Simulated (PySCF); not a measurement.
H3GeN (SMILES [NH2][GeH]), singlet, at a GFN2-xTB geometry, atoms displaced at random by about 0.08 Å a coordinate; R2SCAN/6-31G, gradient (PySCF).

Here is a job for PySCF.
```python
from pyscf import gto, scf, dft

mol = gto.M(
    atom='''
Ge   -0.185983    0.337871    0.306136
H    -0.393916    1.317741   -0.812251
N     0.579488   -0.831839   -1.069123
H     0.438072   -0.640951   -1.811774
H     0.864363   -1.877649   -0.697433
''',
    basis='6-31g',
    charge=0,
    spin=0,
    verbose=4,
)

mf = dft.RKS(mol)
mf.xc = 'r2scan'
mf.grids.level = 1
mf.kernel()
g = mf.nuc_grad_method()
g.grid_response = True
grad = g.kernel()
```

It wrote (shortened):

```
PySCF version 2.14.0

[INPUT] verbose = 4
[INPUT] num. atoms = 5
[INPUT] num. electrons = 42
[INPUT] charge = 0
[INPUT] spin (= nelec alpha-beta = 2S) = 0
[INPUT] symmetry False subgroup None
[INPUT] Mole.unit = angstrom
[INPUT] Symbol           X                Y                Z      unit          X                Y                Z       unit  Magmom
[INPUT]  1 Ge    -0.185983000000   0.337871000000   0.306136000000 AA   -0.351456933825   0.638483655433   0.578513196870 Bohr   0.0
[INPUT]  2 H     -0.393916000000   1.317741000000  -0.812251000000 AA   -0.744393356084   2.490169593110  -1.534931934404 Bohr   0.0
[INPUT]  3 N      0.579488000000  -0.831839000000  -1.069123000000 AA    1.095073612472  -1.571947889732  -2.020349663473 Bohr   0.0
[INPUT]  4 H      0.438072000000  -0.640951000000  -1.811774000000 AA    0.827836102840  -1.211221849266  -3.423756659608 Bohr   0.0
[INPUT]  5 H      0.864363000000  -1.877649000000  -0.697433000000 AA    1.633409342207  -3.548242368063  -1.317957360234 Bohr   0.0

nuclear repulsion = 95.3593991418281
number of shells = 22
number of NR pGTOs = 124
number of NR cGTOs = 42
basis = 6-31g
ecp = {}

******** <class 'pyscf.dft.rks.RKS'> ********
method = RKS
initial guess = minao
damping factor = 0
level_shift factor = 0
DIIS = <class 'pyscf.scf.diis.CDIIS'>
diis_start_cycle = 1
diis_space = 8
diis_damp = 0
SCF conv_tol = 1e-09
SCF conv_tol_grad = None
SCF max_cycles = 50
direct_scf = True
direct_scf_tol = 1e-13
XC library pyscf.dft.libxc version 7.1.2
    S. Lehtola, C. Steigemann, M. J. T. Oliveira, and M. A. L. Marques,  SoftwareX 7, 1–5 (2018)
XC functionals = r2scan
    J. W. Furness, A. D. Kaplan, J. Ning, J. P. Perdew, and J. Sun,  J. Phys. Chem. Lett. 11, 8208–8215 (2020)
    J. W. Furness, A. D. Kaplan, J. Ning, J. P. Perdew, and J. Sun,  J. Phys. Chem. Lett. 11, 9248–9248 (2020)
    J. W. Furness, A. D. Kaplan, J. Ning, J. P. Perdew, and J. Sun,  J. Phys. Chem. Lett. 11, 8208–8215 (2020)
    J. W. Furness, A. D. Kaplan, J. Ning, J. P. Perdew, and J. Sun,  J. Phys. Chem. Lett. 11, 9248–9248 (2020)
radial grids:
    Treutler-Ahlrichs [JCP 102, 346 (1995); DOI:10.1063/1.469408] (M4) radial grids

becke partition: Becke, JCP 88, 2547 (1988); DOI:10.1063/1.454033
pruning grids: <function nwchem_prune>
grids dens level: 1
symmetrized grids: False
atomic radii adjust function: <function treutler_atomic_radii_adjust>
small_rho_cutoff = 0
Set gradient conv threshold to 3.16228e-05
Initial guess from minao.
tot grids = 19952
init E= -2132.43083681415
  HOMO = -0.258622436658989  LUMO = -0.127369211487995  gap/eV = 3.57158
cycle= 1 E= -2132.93687121514  delta_E= -0.506  |g|= 0.566  |ddm|= 2.03
  HOMO = -0.148244025613216  LUMO = -0.0102145593195782  gap/eV = 3.75597
cycle= 2 E= -2131.90756361238  delta_E= 1.03  |g|= 1.73  |ddm|= 1.93
  HOMO = -0.191751919506173  LUMO = -0.0749403169022194  gap/eV = 3.17861
cycle= 3 E= -2133.00396415202  delta_E= -1.1  |g|= 0.185  |ddm|= 1.82
  HOMO = -0.220453898073882  LUMO = -0.0963024378143782  gap/eV = 3.37833
cycle= 4 E= -2133.0176127474  delta_E= -0.0136  |g|= 0.0548  |ddm|= 0.344
  HOMO = -0.217430561508331  LUMO = -0.0940739913884174  gap/eV = 3.35670
cycle= 5 E= -2133.01789132281  delta_E= -0.000279  |g|= 0.0161  |ddm|= 0.0466
  HOMO = -0.215320982355445  LUMO = -0.0928592759835203  gap/eV = 3.33235
cycle= 6 E= -2133.01799432236  delta_E= -0.000103  |g|= 0.00126  |ddm|= 0.0264
  HOMO = -0.215423330562936  LUMO = -0.093039741360879  gap/eV = 3.33023
cycle= 7 E= -2133.0179948369  delta_E= -5.15e-07  |g|= 0.000305  |ddm|= 0.00287
  HOMO = -0.215451250357101  LUMO = -0.0930705472349231  gap/eV = 3.33015
cycle= 8 E= -2133.01799487274  delta_E= -3.58e-08  |g|= 9.05e-05  |ddm|= 0.000834
  HOMO = -0.215444881750296  LUMO = -0.0930610483332761  gap/eV = 3.33023
cycle= 9 E= -2133.01799487666  delta_E= -3.91e-09  |g|= 1.08e-05  |ddm|= 0.000211
  HOMO = -0.215444445047518  LUMO = -0.0930607181400696  gap/eV = 3.33023
cycle= 10 E= -2133.0179948767  delta_E= -4.05e-11  |g|= 1.13e-06  |ddm|= 1.25e-05
  HOMO = -0.215444475815262  LUMO = -0.0930608631212846  gap/eV = 3.33023
Extra cycle  E= -2133.01799487669  delta_E= 1.09e-11  |g|= 3.03e-06  |ddm|= 4.28e-06
converged SCF energy = -2133.01799487669

******** <class 'pyscf.grad.rks.Gradients'> for <class 'pyscf.dft.rks.RKS'> ********
unit = Eh/Bohr
grid_response = True
--------------- RKS gradients ---------------
         x                y                z
0 Ge    -0.0264310317     0.0469003276     0.0074984626
1 H     0.0085320660    -0.0260349855     0.0235825439
2 N    -0.0729184679     0.1528705554    -0.5261911361
3 H     0.0725479237    -0.0992896164     0.4547531059
4 H     0.0182695099    -0.0744462812     0.0403570236
----------------------------------------------
```
